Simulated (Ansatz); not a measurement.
```yaml
crystal:
  periodic: [false, false, false]
  atoms:
    - {symbol: C, position_ang: [-0.625974, 0.726214, -1.711968]}
    - {symbol: Al, position_ang: [0.085110, -0.142633, -0.082251]}
    - {symbol: C, position_ang: [1.692355, 0.650692, 0.756722]}
    - {symbol: C, position_ang: [-0.214923, -2.073503, 0.139271]}
    - {symbol: O, position_ang: [-1.276772, 0.673984, 1.223674]}
    - {symbol: H, position_ang: [-0.575030, 1.821124, -1.680880]}
    - {symbol: H, position_ang: [-0.049438, 0.422091, -2.593086]}
    - {symbol: H, position_ang: [-1.665248, 0.448760, -1.926771]}
    - {symbol: H, position_ang: [1.834148, 0.332171, 1.796717]}
    - {symbol: H, position_ang: [1.696619, 1.747160, 0.742459]}
    - {symbol: H, position_ang: [2.598190, 0.338631, 0.224443]}
    - {symbol: H, position_ang: [-0.023889, -2.410532, 1.163568]}
    - {symbol: H, position_ang: [0.449292, -2.654777, -0.510522]}
    - {symbol: H, position_ang: [-1.238279, -2.368282, -0.116043]}
    - {symbol: H, position_ang: [-0.820296, 1.221008, 1.872730]}
    - {symbol: H, position_ang: [-1.888766, 1.245192, 0.746136]}
basis:
  gaussian: {orbitals: ANO-RCC-VTZP}
hamiltonian: {xc: {name: HF}}
correlation: {active_space: {window: {electrons: 6, orbitals: 2}}}
```

```sh
$ ansatz run in.yaml --threads 2 --pin off --events-out ev --progress --plain --max-ram 32768MiB --backend cuda --devices 0, --max-vram 18GiB
```

Output, abridged:

```
Functional definition: HF
1772 factors; integrals over basis functions are off by at most 1.3e-3 eV
mean field evaluation 1: about -11897.6754 eV, gradient 5.1e1 eV
mean field evaluation 2: about -11897.7697 eV, gradient 5.1e1 eV
mean field evaluation 4: about -11903.7463 eV, gradient 4.0e0 eV
mean field evaluation 8: about -11903.8116 eV, gradient 3.8e-4 eV
mean field -11903.81158589 eV, -437.4570070883 hartree, gradient 7.0e-6 eV, S^2 0.000000; 0 other end points of the search recorded, 0 dependent functions left out
reference -11903.81158589 eV, -437.4570070883 hartree; 25, 25 occupied and 283, 283 virtual orbitals, 1772 factors
Error: 6 electrons in 2 orbitals form no window around the highest filled level of the reference
```

In this input the active space doesn't fit the electrons. The run stopped with an error.
